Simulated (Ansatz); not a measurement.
Born–Oppenheimer molecular dynamics of BrHSi (3 atoms, charge 0, multiplicity 1). It starts from a relaxed structure.

Computed with RKS PBE0-D4/def2-SVP in Ansatz 0.2.0.

```yaml
ensemble: NVE (velocity Verlet)
time_step: 0.5 fs
steps_asked: 150
starting_velocities_drawn_for: 500 K
seed: 921000
```

First frame:

```xyz
3
Properties=species:S:1:pos:R:3
Si -0.624 0.524 -0.296
Br 1.346 0.405 0.785
H -0.733 -0.994 -0.502
```

Question: How far do the bonds stretch over the last three quarters of this one trajectory? (Pairs bonded in most of those frames.)

Answer: 
| bond | mean (Å) | spread (Å) | shortest | longest |
| --- | --- | --- | --- | --- |
| Si1–Br2 | 2.247 | 0.036 | 2.20 | 2.31 |
| Si1–H3 | 1.540 | 0.012 | 1.52 | 1.56 |

Mean temperature of the second half: 268 K. The conserved energy stayed within 0.028 meV per atom of its start (net change 0.02 meV per atom), so the integration is sound. The temperature averaged 0.54 of the 500 K drawn at the start: a run that starts near a minimum puts about half its kinetic energy into the potential. A run of 0.075 ps of so small a system gives no equilibrium averages.

The run took 110 s on 1 thread of Intel(R) Xeon(R) Platinum 8375C CPU @ 2.90GHz (Ice Lake), on a shared host, peak memory 0.12 GiB.
